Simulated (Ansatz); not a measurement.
Correlation energies of AlFH4O2Si, SMILES `[OH][Al]([F])[O][SiH3]` by basis set

Z-matrix (Å, degrees):
```
Si
O 1 1.627
H 1 1.486 2 110.0
H 1 1.486 2 109.4 3 119.7
H 1 1.486 2 110.3 3 -120.4
Al 2 1.669 1 167.2 3 71.7
F 6 1.638 2 119.8 1 -1.3
O 6 1.679 2 123.0 1 178.7
H 8 0.955 6 123.0 2 -0.0
```

Total charge 0; spin multiplicity 1. The geometry is a stationary point of PBE0-D4/def2-TZVP. It is one conformer, not always the lowest. Frozen core, restricted reference, Ansatz. CBS rows extrapolate triple and quadruple zeta; past MP2 they add the triple-zeta difference.

| basis | HF (Eh) | MP2 corr. |
| --- | --- | --- |
| def2-SVP | -782.21488 | -0.71076 |
| def2-TZVPP | -782.73603 | -0.92253 |
| def2-QZVPP | -782.76602 | -1.00182 |

**Question.** Estimate the CCSD correlation energy and the (T) correction in each basis where they were run (hartree).

**Answer.** 
```json
{"basis": "def2-SVP", "CCSD corr.": "-0.74207", "(T)": "-0.01305"}
{"basis": "def2-TZVPP", "CCSD corr.": "-0.94578", "(T)": "-0.02965"}
{"basis": "CBS(def2)", "CCSD corr.": "-1.08380", "(T)": "as TZ"}
```
